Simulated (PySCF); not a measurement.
# UHF on O (oxygen, neutral)

Configuration: [He] 2s2 2p4, high-spin 3P determinant. Computed with PySCF 2.14 in 6-31G* (3s2p1d, 14 functions), with the non-relativistic Hamiltonian (point nucleus).

```json
{
  "Total energy": "-74.783181 hartree",
  "One-electron energy": "-103.2196 hartree",
  "Hartree (Coulomb) energy": "36.6508 hartree",
  "Exchange energy": "-8.2143 hartree",
  "Kinetic energy": "74.69802 hartree",
  "⟨S²⟩": "2.0055",
  "⟨L²⟩": "2.009",
  "Sum of ⟨r⟩": "7.585 bohr",
  "Sum of ⟨r²⟩": "10.98 bohr²",
  "Traceless quadrupole moment −½Σ⟨3z² − r²⟩ along its main axis": "-0.873 e·bohr²",
  "Density at the nucleus (Gaussians lack the cusp)": "292 bohr⁻³",
  "Spin density at the nucleus": "0.335 bohr⁻³",
  "Langevin diamagnetic susceptibility": "-8.70 ×10⁻⁶ cm³/mol",
  "Time after the integrals": "0.05 s of wall time on 1 thread of Neoverse-V1 (shared host)"
}
```

```csv
shell,electrons,mean orbital energy (eV),spread (eV),"rms radius, mean of both spins (bohr)"
1s α,1,-563.60,0,0.230
1s β,1,-561.45,0,0.230
2s α,1,-38.327,0,1.27
2s β,1,-29.153,0,1.27
2p α,3,-18.198,2.620,1.38
2p β,1,-14.040,0,1.38
```
